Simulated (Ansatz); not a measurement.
Reaction (formal exchange of groups at a Ge–Br bond): `[Br][GeH2][Br]` + `BBr` → `[BH2][GeH2][Br]` + Br₂

Gas-phase electronic energies from Ansatz, PBE0-D4/def2-TZVP geometries. CCSD(T)/CBS adds triple-zeta CCSD(T) − MP2 to the extrapolated MP2 energy (def2 sets, frozen cores). For Br, Ge outer-core shells are correlated without core-valence functions, which leaves a few kJ/mol of doubt a bond. Scalar relativity is left out up to krypton.

`[Br][GeH2][Br]`:

Cartesian coordinates in Å:
```
Br 0.447 1.651 -1.357
Ge -0.070 0.035 0.188
Br 0.325 -2.033 -0.725
H -1.563 0.138 0.504
H 0.860 0.210 1.390
```

`BBr`:

Z-matrix (Å, degrees):
```
B
Br 1 1.891
H 1 1.188 2 117.8
H 1 1.188 2 117.8 3 180.0
```

`[BH2][GeH2][Br]`:

```xyz
7

B     0.130   -1.220   -0.419
Ge   -0.133    0.646    0.397
Br    0.453    2.314   -1.111
H    -0.123   -2.176    0.251
H     0.524   -1.366   -1.534
H    -1.598    0.923    0.777
H     0.746    0.879    1.639
```

Br₂:

Z-matrix (Å, degrees):
```
Br
Br 1 2.282
```

```tsv
species	CCSD(T)/CBS(def2) energy (Eh)
`[Br][GeH2][Br]`	-7224.02757
`BBr`	-2599.32470
`[BH2][GeH2][Br]`	-4676.63012
Br₂	-5146.62008
```

(1) Work out ΔE.

Largest T1 diagnostic among the species: 0.010.

## Answers

(1) ΔE = (-4676.63012) + (-5146.62008) − (-7224.02757) − (-2599.32470) = 0.10207 Eh = +268.0 kJ/mol.

From r2SCAN to r2SCAN0 (25 % exact exchange), in def2-TZVPP and without D4, ΔE moves by +4.8 kJ/mol. Leaving LDA and LC-ωPBE aside and taking each functional with its dispersion term where it has one, the values, not all of them listed here, spread over 32.5 kJ/mol, from BLYP-D4 to PBE-QIDH. LDA lies +8.6 kJ/mol from PBE without D4.
